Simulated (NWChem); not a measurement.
Molecule: Si₄H₈O; SMILES [SiH3][SiH]1[SiH2]O[SiH2]1

```xyz
13

Si    -0.3790    -2.5235     0.0000
Si     0.8525    -0.5340     0.0000
Si     0.0183     1.2025     1.3749
O     -0.4639     2.0710     0.0000
Si     0.0183     1.2025    -1.3749
H     -0.0725    -3.3392    -1.2150
H     -1.8341    -2.1811     0.0000
H     -0.0725    -3.3392     1.2150
H      2.3316    -0.7572     0.0000
H      1.0130     1.9706     2.1815
H     -1.1571     0.8838     2.2391
H      1.0130     1.9706    -2.1815
H     -1.1571     0.8838    -2.2391
```
Atoms are numbered in this order, from 1.

All runs use the structure optimised with PBE0/def2-SVP.

Problem. Give the principal values of the shielding tensors (ppm) of Si1, Si2, Si3, O4 from B3LYP/6-31G* (spherical d), GIAO (NWChem), with their diamagnetic and paramagnetic parts as GIAO splits them.

Solution. 
| atom | σ11 | σ22 | σ33 | isotropic | diamagnetic | paramagnetic |
|---|---|---|---|---|---|---|
| Si1 | 475.4 | 481.4 | 487.9 | 481.6 | 881.8 | -400.2 |
| Si2 | 387.8 | 459.1 | 515.9 | 454.3 | 882.0 | -427.7 |
| Si3 | 301.8 | 367.4 | 490.3 | 386.5 | 880.3 | -493.8 |
| O4 | 178.1 | 275.7 | 353.1 | 269.0 | 390.9 | -121.9 |
